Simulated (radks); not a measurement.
Problem. The molybdenum ion Mo+, configuration [Kr] 4d5. All-electron calculation, Dirac Kohn-Sham, relativistic LDA (MacDonald-Vosko exchange, VWN5 correlation), spin-unpolarised, spherical densities, finite nucleus; open shells fill j = l - 1/2 first; Fermi nuclear charge, rms radius 4.4091 fm. Program: a radial shooting solver on a logarithmic mesh with Libxc functionals.

Spin-orbit splittings of the eigenvalues, e(l+1/2) - e(l-1/2), with zeta = 2 splitting/(2l+1) and mean radii in bohr:

| shell | occ. | splitting (eV) | zeta (eV) | <r> j=l-1/2 | <r> j=l+1/2 |
|---|---|---|---|---|---|
| 2p | 6 | 105.7 | 70.46 | 0.1310 | 0.1356 |
| 3p | 6 | 17.43 | 11.62 | 0.4243 | 0.4349 |
| 3d | 10 | 3.315 | 1.326 | 0.4137 | 0.4172 |
| 4p | 6 | 2.506 | 1.670 | 1.218 | 1.250 |
| 4d | 5 | ? | ? | 1.885 | 1.908 |
| 5p | 0 | 0.1925 | 0.1283 | 4.019 | 4.111 |

Estimate the 4d splitting.

Solution. 0.2158 eV (zeta = 0.08632 eV).
